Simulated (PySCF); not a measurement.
Species: C₅H₆FO (charge +1).
Atom-mapped SMILES: `[CH3:1][O:2][c:3]1[cH+:4][c:5]1[CH2:6][F:7]`

Probes without a nucleus sit at each ring's centroid and 1 Å off its mean plane on both sides; NICS is minus the shielding there, NICSzz its component along the normal. Level: GIAO PBE0/pcSseg-1 (PySCF, non-relativistic, gas phase) on the GFN2-xTB geometry, one conformer.

Ring bond lengths (Å), with Mayer bond orders in brackets: C3–C4 1.396 (1.19), C4–C5 1.366 (1.21), C5–C3 1.420 (1.11).

Q: Give the NICS values of each ring in ppm.

A: 
```tsv
ring	type	NICS(0)	NICS(1), two faces	NICS(1)zz, two faces	rms pucker (Å)	centre to ring atoms, mean (Å)
C3–C4–C5	3-membered carbocycle; bonds drawn aromatic by RDKit's count	-25.9	-11.7 / -11.7	-18.4 / -18.4	0.00	0.80
```

Q: What can be read from them?

A: 
- C3–C4–C5: mean NICS(1)zz -18.4 ppm, shielded. NICS(0) lies 14 ppm below the mean NICS(1).

Q: How equal are the bonds by HOMA? Use HOMA with the parameters of Krygowski (1993).

A: 
- C3–C4–C5: HOMA 0.86 = 1 − EN − GEO, with mean bond length 1.394 Å, EN = α(Ropt − mean)² = 0.010 and GEO = α × variance = 0.126.

Q: What is the mean of the two in-plane components of NICS at the second NICS(1) probe listed for ring C3–C4–C5, 1 Å off the ring?

A: The isotropic value is a third of the trace: (3 × -11.7 − (-18.4))/2 = -8.3 ppm.

Q: Give the inner angles of the rings and the Hirshfeld charges of the ring atoms.

A: 
- C3–C4–C5: C3 58.0° (+0.202 e), C4 61.9° (+0.094 e), C5 60.1° (+0.107 e); sum 180.0° against 180° for a flat convex ring.

Q: What are the shieldings of the ring atoms and their hydrogens in the same run (means over atoms taken as equivalent)?

A: 
```json
{"atoms": "C3", "environment": "unsaturated ring carbon", "σ isotropic (ppm)": "13.0", "principal values of the symmetric part, first atom (ppm)": "-67.0, -28.7, 134.7"}
{"atoms": "C4", "environment": "unsaturated ring CH carbon", "σ isotropic (ppm)": "38.7", "principal values of the symmetric part, first atom (ppm)": "-78.0, 11.3, 182.7"}
{"atoms": "C5", "environment": "unsaturated ring carbon", "σ isotropic (ppm)": "13.9", "principal values of the symmetric part, first atom (ppm)": "-128.9, 1.2, 169.3"}
{"atoms": "H on C4", "environment": "hydrogen on carbon", "σ isotropic (ppm)": "23.06", "principal values of the symmetric part, first atom (ppm)": "22.3, 23.0, 23.9"}
```

Conformer computed: `[CH3:1][O:2][c:3]1[cH+:4][c:5]1[CH2:6][F:7]`: C1–O2–C3–C4 180°, C4–C5–C6–F7 180°.
